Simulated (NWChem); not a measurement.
System: BeSiH4; SMILES [BeH][SiH3]

Output (shortened):

```
             Northwest Computational Chemistry Package (NWChem) 7.3.0
             --------------------------------------------------------

                             Geometry "geometry" -> ""
                             -------------------------

 Output coordinates in angstroms (scale by  1.889725989 to convert to a.u.)

  No.       Tag          Charge          X              Y              Z
 ---- ---------------- ---------- -------------- -------------- --------------
    1 Be                   4.0000    -0.00022000    -1.66346800     0.00616100
    2 H                    1.0000    -0.00141700    -3.00353100     0.00952100
    3 Si                  14.0000    -0.00181600     0.52967600     0.00104800
    4 H                    1.0000     1.17195400     1.09561700    -0.74328700
    5 H                    1.0000     0.05296400     1.09662200     1.38947600
    6 H                    1.0000    -1.23466900     1.08982800    -0.64595700

 Effective nuclear repulsion energy (a.u.)      35.0804042931

  pbe96 is a nonlocal functional; adding pw91lda local functional.

                                 NWChem DFT Module
                                 -----------------

 Summary of "ao basis" -> "ao basis" (spherical)
 ------------------------------------------------------------------------------
       Tag                 Description            Shells   Functions and Types
 ---------------- ------------------------------  ------  ---------------------
 Be                         def2-svp                 5        9   3s2p
 H                          def2-svp                 3        5   2s1p
 Si                         def2-svp                 8       18   4s3p1d

            General Information
            -------------------
          SCF calculation type: DFT
          Wavefunction type:  closed shell.
          No. of atoms     :     6
          No. of electrons :    22
           Alpha electrons :    11
            Beta electrons :    11
          Charge           :     0
          Spin multiplicity:     1
          Use of symmetry is: off; symmetry adaption is: off
          Maximum number of iterations: 150
          AO basis - number of functions:    47
                     number of shells:    25
          Convergence on energy requested:  1.00D-06
          Convergence on density requested:  1.00D-05
          Convergence on gradient requested:  5.00D-04

              XC Information
              --------------
                     Hartree-Fock (Exact) Exchange  1.000
                     LC-wPBE(h)Exchange Functional  1.000
            Perdew 1991 LDA Correlation Functional  1.000 local
           PerdewBurkeErnz. Correlation Functional  1.000 non-local

           Range-Separation Parameters
           ---------------------------
           Alpha           :  0.00
           Beta            :  1.00
           Gamma           :  0.20
           Short-Range HF  :     F

             Grid Information
             ----------------
          Grid used for XC integration:  medium
          Radial quadrature: Mura-Knowles
          Angular quadrature: Lebedev.
          Tag              B.-S. Rad. Rad. Pts. Rad. Cut. Ang. Pts.
          ---              ---------- --------- --------- ---------
          Be                  1.05       49          10.0       434
          H                   0.35       45          11.0       434
          Si                  1.10       88          10.0       590
          Grid pruning is: on
          Number of quadrature shells:   317
          Spatial weights used:  Erf1

      Superposition of Atomic Density Guess
      -------------------------------------

 Sum of atomic energies:        -305.28938724

      Non-variational initial energy
      ------------------------------

 Total energy =    -305.696574
 1-e energy   =    -490.888920
 2-e energy   =     150.111942
 HOMO         =      -0.286797
 LUMO         =       0.013997

   convergence    iter        energy       DeltaE   RMS-Dens  Diis-err
 ---------------- ----- ----------------- --------- --------- ---------
 d= 0,ls=0.0,diis     1   -306.3001968100 -3.41D+02  1.01D-02  1.14D-01
 d= 0,ls=0.0,diis     2   -306.3193245325 -1.91D-02  2.37D-03  3.13D-03
 d= 0,ls=0.0,diis     3   -306.3201669350 -8.42D-04  6.74D-04  4.44D-04
 d= 0,ls=0.0,diis     4   -306.3202673495 -1.00D-04  2.91D-04  2.19D-05
 d= 0,ls=0.0,diis     5   -306.3202749362 -7.59D-06  4.95D-05  4.00D-07
 d= 0,ls=0.0,diis     6   -306.3202750965 -1.60D-07  9.42D-06  2.16D-08

         Total DFT energy =     -306.320275096532
      One electron energy =     -492.430688703074
           Coulomb energy =      176.046002906500
    Exchange-Corr. energy =      -25.015993593074
 Nuclear repulsion energy =       35.080404293116

 Numeric. integr. density =       21.999992602264

                       DFT Final Molecular Orbital Analysis
                       ------------------------------------

 Vector    9  Occ=2.000000D+00  E=-4.014339D-01
              MO Center=  3.7D-01,  8.8D-01, -2.5D-01, r^2= 2.2D+00
   Bfn.  Coefficient  Atom+Function         Bfn.  Coefficient  Atom+Function
  ----- ------------  ---------------      ----- ------------  ---------------
    33      0.368719  4 H  s                 22      0.253587  3 Si px
    25      0.208097  3 Si px                34      0.191836  4 H  s
    43     -0.189173  6 H  s                 38     -0.181253  5 H  s
    24     -0.156042  3 Si pz                19     -0.146365  3 Si px
    27     -0.128054  3 Si pz                44     -0.098554  6 H  s

[...]
```

Level: LC-wPBE (HJS exchange hole, range parameter 0.2 per bohr)/def2-SVP, vertical spin-unrestricted ions. The geometry was optimised at PBE0/def2-SVP.

**Question.** Which NWChem input produces such a log?

**Answer.** This is not unique; one that fits is the input that was run:
```
start job
memory heap 200 mb stack 900 mb global 1100 mb
geometry units angstroms noautosym nocenter noautoz
  Be    -0.000220    -1.663468     0.006161
  H     -0.001417    -3.003531     0.009521
  Si    -0.001816     0.529676     0.001048
  H      1.171954     1.095617    -0.743287
  H      0.052964     1.096622     1.389476
  H     -1.234669     1.089828    -0.645957
end
basis spherical
  Be library def2-svp
  H library def2-svp
  Si library def2-svp
end
dft
  xc xwpbe 1.00 cpbe96 1.0 hfexch 1.00
  cam 0.2 cam_alpha 0.0 cam_beta 1.0
  iterations 150
  vectors input atomic output neutral.movecs
end
task dft energy
charge 1
dft
  odft
  mult 2
  vectors input atomic output cation.movecs
end
task dft energy
```
